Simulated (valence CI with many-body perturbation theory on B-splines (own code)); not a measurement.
Tc¹²⁺: what the settings do

Calculated by configuration interaction combined with many-body perturbation theory (CI+MBPT): three valence electrons over a frozen Dirac-Fock core [Ar] 3d10, radial functions for each j: 6 s, 6 p, 5 d, 3 f, 1 g, with the one-electron correlation potential Σ1, the two-electron term Σ2, the three-electron term Σ3, Breit, model QED; selected CI, second order for the rest, scaled by the run's own slope (own B-spline code, finite nucleus).

No measured levels were compared; by estimate levels hold to about 250 cm⁻¹ or 0.2 % of their energy and the worst to 1 %, as in measured heavy ions of charge 2 to 7; those with d or f electrons hold less well.

The reference run has the lowest level 4s2.4p 2P°_1/2 and an ionisation energy of 262.879 eV. Its largest variational space holds 3219 state functions.

Names give the largest LS component (configuration and term), which can be under half, so a name can repeat, a term be missing and a line seem to break the LS rules; names also repeat where a configuration has a term twice. Letters in brackets count levels of one name in rising energy.

Changed runs:
A. shift of the energy in Σ1 (hartree) 0 → 1.25; box radius (bohr) 8.816 → 4.5
B. scale of Σ2 1 → 0.8; factor on the speed of light 1 → 10; QED terms on → off
C. three-electron term on → off
D. Davidson iteration limit 60 → 2 (bad on purpose)

Excitation energies of the reference run in cm⁻¹, and shifts in cm⁻¹:

```
                 Level  Reference       A       B       C     D
        4s2.4p 2P°_3/2      33558     +20  -33242    -3.4     0
         4s.4p2 4P_1/2     213209     +28  -28226     -49     0
         4s.4p2 4P_3/2     229921     +40  -44830     -57     0
         4s.4p2 4P_5/2     244339     +46  -59069     -53     0
         4s.4p2 2D_3/2     284458     +51  -50166     -17     0
         4s.4p2 2D_5/2     293190     +59  -58890     -26     0
         4s.4p2 2P_1/2     319815     +48             +58     0
         4s.4p2 2S_1/2     353201     +68             +59     0
         4s.4p2 2P_3/2     360087     +68  -64334     +43  +0.1
         4s2.4d 2D_3/2     458620     +91  -36806     +12     0
         4s2.4d 2D_5/2     463822     +98  -41956     +10     0
       4p3 4S°_3/2 [a]     531544     +76  -68970     -31     0
Ionisation energy (eV)    262.879  +0.079  -4.313  +0.023     0
```

A blank means that the level has no clear partner in that run.

Run D: The Davidson iterations stopped at their limit.
